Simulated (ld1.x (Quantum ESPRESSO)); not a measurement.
**oxygen: ultrasoft pseudisation with LDA (PZ), scalar-relativistic reference atom.**

Input for ld1.x (Quantum ESPRESSO) 7.5:

```
&input
   title='O', zed=8., rel=1, dft='PZ', iswitch=3,
   config='[He] 2s2 2p3.5',
   nld=2, rlderiv=1.50, eminld=-4.0, emaxld=5.0, deld=0.02
 /
 &inputp
   pseudotype=3, tm=.true., lloc=-2, rcloc=0.95,
   nlcc=.false.,
   file_pseudopw='O.UPF', file_wfcaegen='ae.wfc', file_wfcncgen='nc.wfc', file_beta='beta', file_chi='chi', file_wfcusgen='us.wfc'
 /
4
2S  1  0   2.00   0.00  0.60  0.80  0.0
2S  1  0   0.00   0.20  0.60  0.80  0.0
2P  2  1   3.50   0.00  1.05  1.35  0.0
2P  2  1   0.00  -0.65  1.05  1.35  0.0
 &test
   configts(1)='2s2 2p3.5'
 /
```

Command:

```bash
ld1.x < O.in > O.out
```

Output (shortened: banner, matrices, multipoles, cross overlaps and the repeated all-electron block are left out):

```
Program LD1 v.7.5
     --------------------------- All-electron run ----------------------------

     O
     scalar relativistic calculation

     atomic number is  8.00
     dft =PZ   lsd =0 sic =0 latt =0  beta=0.20 tr2=1.0E-14
     Exchange-correlation= PZ
                           (   1   1   0   0   0   0   0)
     mesh =1095 r(mesh) =  99.04343 a.u. xmin = -7.00 dx = 0.01250
     1 Ry =  13.60569312 eV, c = 137.03599908

     n l     nl                  e(Ry)          e(Ha)          e(eV)
     1 0     1S 1( 2.00)       -38.1905       -19.0952      -519.6080
     2 0     2S 1( 2.00)        -2.2899        -1.1450       -31.1557
     2 1     2P 1( 3.50)        -1.2076        -0.6038       -16.4307

     final scf error:  1.5E-15 reached in  15 iterations

     Etot =    -148.581903 Ry,     -74.290952 Ha,   -2021.559778 eV

     Ekin =     148.105103 Ry,      74.052551 Ha,    2015.072579 eV
     Encl =    -349.771550 Ry,    -174.885775 Ha,   -4758.884374 eV
     Eh   =      68.208079 Ry,      34.104040 Ha,     928.018195 eV
     Exc  =     -15.123535 Ry,      -7.561768 Ha,    -205.766179 eV

     normalization and overlap integrals

     s(1S/1S) =  1.000000  <r> =   0.2007  <r2> =    0.0544  r(max) =   0.1298
     s(2S/2S) =  1.000000  <r> =   1.1197  <r2> =    1.5172  r(max) =   0.8677
     s(2P/2P) =  1.000000  <r> =   1.1780  <r2> =    1.8041  r(max) =   0.7950

     ------------------------ End of All-electron run ------------------------

     --------------------- Generating US pseudopotential ---------------------

      Generating local potential from pseudized AE potential:
      Matching radius rcloc =   0.9500
      Enforcing V''(0)=0 (lloc=-2)

      Local pseudo, rcloc= 0.947 Estimated cut-off energy=    33.81 Ry

      Wfc   2S  rcut= 0.604  Using Troullier-Martins method
      Wfc-us  2S rcutus= 0.795  Estimated cut-off energy=    68.90 Ry

      Wfc   2S  rcut= 0.604  Using Troullier-Martins method
      Wfc-us  2S rcutus= 0.795  Estimated cut-off energy=    73.00 Ry

      Wfc   2P  rcut= 1.047  Using Troullier-Martins method
      Wfc-us  2P rcutus= 1.344  Estimated cut-off energy=    43.35 Ry

      Wfc   2P  rcut= 1.047  Using Troullier-Martins method
      Wfc-us  2P rcutus= 1.344  Estimated cut-off energy=    46.09 Ry

     ------------------- End of pseudopotential generation -------------------

     Computing logarithmic derivative in   1.49455
     Computing logarithmic derivative in   1.49455
     Computing the partial wave expansion
     R is outside the sphere for l=    0 j= 0.00
     R is outside the sphere for l=    0 j= 0.00
     R is outside the sphere for l=    1 j= 0.00
     R is outside the sphere for l=    1 j= 0.00

     ---------------------- Testing the pseudopotential ----------------------

     O
     scalar relativistic calculation

     atomic number is  8.00   valence charge is  6.00
     dft =PZ   lsd =0 sic =0 latt =0  beta=0.20 tr2=1.0E-14
     mesh =1095 r(mesh) =  99.04343 xmin = -7.00 dx = 0.01250

     n l     nl             e AE (Ry)        e PS (Ry)    De AE-PS (Ry)
     1 0     2S   1( 2.00)       -2.28990       -2.28993        0.00003
     2 1     2P   1( 3.50)       -1.20764       -1.20764        0.00000

     eps = 1.5E-17  iter =  4

     Etot =    -148.581903 Ry,     -74.290952 Ha,   -2021.559778 eV
     Etotps =   -31.006896 Ry,     -15.503448 Ha,    -421.870316 eV

     Ekin =      14.440027 Ry,       7.220013 Ha,     196.466571 eV
     Encl =     -65.987228 Ry,     -32.993614 Ha,    -897.801971 eV
     Ehrt =      24.027752 Ry,      12.013876 Ha,     326.914224 eV
     Ecxc =      -5.884199 Ry,      -2.942100 Ha,     -80.058612 eV
     Epseu=       2.396752 Ry,       1.198376 Ha,      32.609472 eV

     ---------------------- End of pseudopotential test ----------------------
```

Generation and configuration tests took about 0.79 s on one core of a shared server CPU.

Transferability test of the new file with ld1.x, input:

```
&input
   title='O', zed=8., rel=1, dft='PZ', iswitch=2,
   config='[He] 2s2 2p3.5'
 /
 &test
   file_pseudo='O.UPF', nconf=10,
   configts(1)='2s2 2p3.5',
   configts(2)='2s2 2p4',
   configts(3)='2s2 2p3',
   configts(4)='2s2 2p2',
   configts(5)='2s2 2p1',
   configts(6)='2s1 2p5',
   configts(7)='2s2 2p0',
   configts(8)='2s0 2p6',
   configts(9)='2s2 2p3.5', lsdts(9)=1,
   configts(10)='2s2 2p4', lsdts(10)=1
 /
```

```bash
ld1.x < O.test.in > O.test.out
```

Pseudopotential blocks of its output, shortened (energy terms left out):

```
     ---------------------- Testing the pseudopotential ----------------------

     n l     nl             e AE (Ry)        e PS (Ry)    De AE-PS (Ry)
     1 0     2S   1( 2.00)       -2.28990       -2.28993        0.00003
     2 1     2P   1( 3.50)       -1.20764       -1.20764        0.00000

     eps = 1.5E-17  iter =  4

     Etot =    -148.581903 Ry,     -74.290952 Ha,   -2021.559778 eV
     Etotps =   -31.006896 Ry,     -15.503448 Ha,    -421.870316 eV

     ---------------------- End of pseudopotential test ----------------------

          ---------------------- Testing the pseudopotential ----------------------

     n l     nl             e AE (Ry)        e PS (Ry)    De AE-PS (Ry)
     1 0     2S   1( 2.00)       -1.74582       -1.74552       -0.00030
     2 1     2P   1( 4.00)       -0.67608       -0.67618        0.00010

     eps = 4.4E-15  iter =  9

     Etot =    -149.049789 Ry,     -74.524894 Ha,   -2027.925687 eV
     Etotps =   -31.474825 Ry,     -15.737412 Ha,    -428.236808 eV
     dEtot_ae =      -0.467886 Ry
     dEtot_ps =      -0.467928 Ry,   Delta E=       0.000043 Ry

     ---------------------- End of pseudopotential test ----------------------

          ---------------------- Testing the pseudopotential ----------------------

     n l     nl             e AE (Ry)        e PS (Ry)    De AE-PS (Ry)
     1 0     2S   1( 2.00)       -2.89559       -2.89601        0.00042
     2 1     2P   1( 3.00)       -1.80713       -1.80674       -0.00039

     eps = 4.6E-16  iter =  7

     Etot =    -147.830923 Ry,     -73.915462 Ha,   -2011.342178 eV
     Etotps =   -30.255984 Ry,     -15.127992 Ha,    -411.653633 eV
     dEtot_ae =       0.750980 Ry
     dEtot_ps =       0.750912 Ry,   Delta E=       0.000067 Ry

     ---------------------- End of pseudopotential test ----------------------

          ---------------------- Testing the pseudopotential ----------------------

     n l     nl             e AE (Ry)        e PS (Ry)    De AE-PS (Ry)
     1 0     2S   1( 2.00)       -4.26417       -4.26444        0.00027
     2 1     2P   1( 2.00)       -3.18620       -3.18194       -0.00426

     eps = 2.6E-18  iter =  7

     Etot =    -145.353407 Ry,     -72.676704 Ha,   -1977.633852 eV
     Etotps =   -27.780226 Ry,     -13.890113 Ha,    -377.969227 eV
     dEtot_ae =       3.228496 Ry
     dEtot_ps =       3.226671 Ry,   Delta E=       0.001825 Ry

     ---------------------- End of pseudopotential test ----------------------

          ---------------------- Testing the pseudopotential ----------------------

     n l     nl             e AE (Ry)        e PS (Ry)    De AE-PS (Ry)
     1 0     2S   1( 2.00)       -5.81386       -5.80747       -0.00639  !
     2 1     2P   1( 1.00)       -4.78017       -4.75892       -0.02125  !

     eps = 4.0E-15  iter =  7

     Etot =    -141.387157 Ry,     -70.693579 Ha,   -1923.670271 eV
     Etotps =   -23.824892 Ry,     -11.912446 Ha,    -324.154167 eV
     dEtot_ae =       7.194746 Ry
     dEtot_ps =       7.182004 Ry,   Delta E=       0.012742 Ry

     ---------------------- End of pseudopotential test ----------------------

          ---------------------- Testing the pseudopotential ----------------------

     n l     nl             e AE (Ry)        e PS (Ry)    De AE-PS (Ry)
     1 0     2S   1( 1.00)       -1.77955       -1.77711       -0.00245
     2 1     2P   1( 5.00)       -0.70544       -0.70591        0.00047

     eps = 7.6E-15  iter = 10

     Etot =    -147.977870 Ry,     -73.988935 Ha,   -2013.341482 eV
     Etotps =   -30.404548 Ry,     -15.202274 Ha,    -413.674952 eV
     dEtot_ae =       0.604034 Ry
     dEtot_ps =       0.602348 Ry,   Delta E=       0.001686 Ry

     ---------------------- End of pseudopotential test ----------------------

          ---------------------- Testing the pseudopotential ----------------------

     n l     nl             e AE (Ry)        e PS (Ry)    De AE-PS (Ry)
     1 0     2S   1( 2.00)       -7.51559       -7.48144       -0.03416  !
     2 1     2P   1( 0.00)       -6.56055       -6.48653       -0.07402  !

     eps = 7.4E-17  iter =  7

     Etot =    -135.731038 Ry,     -67.865519 Ha,   -1846.714846 eV
     Etotps =   -18.211832 Ry,      -9.105916 Ha,    -247.784601 eV
     dEtot_ae =      12.850865 Ry
     dEtot_ps =      12.795064 Ry,   Delta E=       0.055801 Ry

     ---------------------- End of pseudopotential test ----------------------

          ---------------------- Testing the pseudopotential ----------------------

     n l     nl             e AE (Ry)        e PS (Ry)    De AE-PS (Ry)
     1 0     2S   1( 0.00)       -1.81159       -1.80649       -0.00510  !
     2 1     2P   1( 6.00)       -0.73313       -0.73353        0.00040

     eps = 2.4E-15  iter = 12

     Etot =    -146.901590 Ry,     -73.450795 Ha,   -1998.697947 eV
     Etotps =   -29.332455 Ry,     -14.666228 Ha,    -399.088383 eV
     dEtot_ae =       1.680314 Ry
     dEtot_ps =       1.674441 Ry,   Delta E=       0.005872 Ry

     ---------------------- End of pseudopotential test ----------------------

          ---------------------- Testing the pseudopotential ----------------------

     n l     nl             e AE (Ry)        e PS (Ry)    De AE-PS (Ry)
     1 0     2S   1( 1.00)       -2.39543       -2.40336        0.00793  !
     2 1     2P   1( 3.00)       -1.31278       -1.32160        0.00881  !
     1 0     2S   2( 1.00)       -2.09840       -2.07966       -0.01873  !
     2 1     2P   2( 0.50)       -1.02007       -0.99905       -0.02102  !

     eps = 2.9E-15  iter = 14

     Etot =    -148.763210 Ry,     -74.381605 Ha,   -2024.026580 eV
     Etotps =   -31.206363 Ry,     -15.603181 Ha,    -424.584197 eV
     dEtot_ae =      -0.181307 Ry
     dEtot_ps =      -0.199467 Ry,   Delta E=       0.018160 Ry

     ---------------------- End of pseudopotential test ----------------------

          ---------------------- Testing the pseudopotential ----------------------

     n l     nl             e AE (Ry)        e PS (Ry)    De AE-PS (Ry)
     1 0     2S   1( 1.00)       -1.82991       -1.83659        0.00668  !
     2 1     2P   1( 3.00)       -0.75735       -0.76482        0.00748  !
     1 0     2S   2( 1.00)       -1.61232       -1.59993       -0.01239  !
     2 1     2P   2( 1.00)       -0.54973       -0.53723       -0.01249  !

     eps = 2.2E-16  iter = 11

     Etot =    -149.153353 Ry,     -74.576676 Ha,   -2029.334747 eV
     Etotps =   -31.588322 Ry,     -15.794161 Ha,    -429.781021 eV
     dEtot_ae =      -0.571450 Ry
     dEtot_ps =      -0.581426 Ry,   Delta E=       0.009976 Ry

     ---------------------- End of pseudopotential test ----------------------
```
